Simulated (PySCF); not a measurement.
# What a mistake does to a calculation on AlCClH5Si

All numbers below are calculated, not measured. They come from PySCF 2.14.0, an open-source quantum chemistry program, on an isolated molecule that a program drew, which may never have been made. The molecule is AlCClH5Si (charge 0, doublet), drawn as the SMILES string `[AlH][CH2][SiH2]Cl`.

Each row is a Hartree-Fock (HF) and frozen-core CCSD(T) single point in the cc-pV(D+d)Z basis, meant for a local HF minimum. Run 1 is clean. Each other run has one planted mistake out of seven kinds, and not every kind appears here: one electron removed, one electron added, multiplicity raised by two, geometry at a saddle point, minimal basis STO-3G, one bond length entered in bohr, all coordinates scaled. The reference is restricted for singlets and unrestricted otherwise, and also for a bond in bohr. Adding or removing an electron swaps singlet and doublet. Electrons count all cores. HOMO and LUMO are orbital energies over both spins, the gradient is its largest component, and the lowest frequency (negative if imaginary) is given only where the gradient is small. Bond lengths are over the 8 bonds as drawn. T1 is the CCSD diagnostic: over 0.02 (restricted) or 0.045 (unrestricted) a single reference is doubtful.

Geometry of the clean run:
```xyz
9
AlCClH5Si, angstrom
Al    0.8237    0.2250   -1.4091
C    -0.0636    0.4251    0.3662
Si   -1.5565   -0.6629    0.5331
Cl   -2.4383   -0.8106   -1.3755
H     1.4506   -1.2000   -1.7450
H    -0.3541    1.4696    0.5212
H     0.6528    0.1575    1.1554
H    -1.2068   -2.0402    0.9240
H    -2.6142   -0.1406    1.4178
```

| run | electrons | basis functions | <S^2> | HOMO (eV) | LUMO (eV) | gradient (hartree/bohr) | lowest frequency (cm^-1) | mean bond (Å) | longest bond (Å) | T1 | HF (hartree) | CCSD(T) (hartree) | mistake |
|---|---|---|---|---|---|---|---|---|---|---|---|---|---|
| 1 | 55 | 108 | 0.753 | -8.05 | 1.08 | 2.6e-05 | 40 | 1.5865 | 2.108 | 0.0115 | -1031.17031 | -1031.66586 | no fault |
| 2 | 55 | 108 | 1.677 | -8.28 | 0.21 | 3.2e-02 | - | 1.7928 | 3.505 | 0.0501 | -1031.04674 | -1031.52063 | one bond length entered in bohr |
| 3 | 56 | 108 | 0.000 | -0.31 | 6.62 | 4.2e-02 | - | 1.5865 | 2.108 | 0.0135 | -1031.15231 | -1031.68236 | ? |
| 4 | 55 | 108 | 0.752 | -7.73 | 1.39 | 8.8e-02 | - | 1.4453 | 1.920 | 0.0104 | -1031.09386 | -1031.58550 | ? |

**Which mistake was planted in run 3, and what did it cost?**

It counts 56 electrons, one more than the clean run, at the same geometry and basis. So the mistake is: one electron added. Subtracting run 1 and multiplying by 627.51 kcal/mol a hartree, the energy moved by 11.3 kcal/mol in HF and -10.4 kcal/mol in CCSD(T).

**Which mistake was planted in run 4, and what did it cost?**

The mean and the longest bond both change by the same factor, 0.911, and the gradient is no longer small. So the mistake is: all coordinates scaled. Subtracting run 1 and multiplying by 627.51 kcal/mol a hartree, the energy moved by 48.0 kcal/mol in HF and 50.4 kcal/mol in CCSD(T).

Cautions from the logs. Run 2: T1 is over the limit, so its CCSD(T) energy is less reliable.
